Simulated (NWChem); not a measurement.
System: HTeCl; SMILES Cl[TeH]

Computed with NWChem. Structure relaxed at the PBE0/def2-SVP level. No frequency run checked for a minimum. def2 effective core potentials on Te; no spin-orbit coupling. B3LYP is NWChem's, with the RPA form of VWN correlation. Ions are spin-unrestricted doublets at the neutral geometry; other ion states weren't tried.

For level PBE/def2-SVP:

| Property | Result |
|---|---|
| vertical ionisation energy, ΔSCF (eV) | 8.69 |
| −ε(HOMO) (eV) | 5.36 |

Estimate the same quantities for level B3LYP/def2-SVP.

vertical ionisation energy, ΔSCF (eV): 8.87
−ε(HOMO) (eV): 6.24
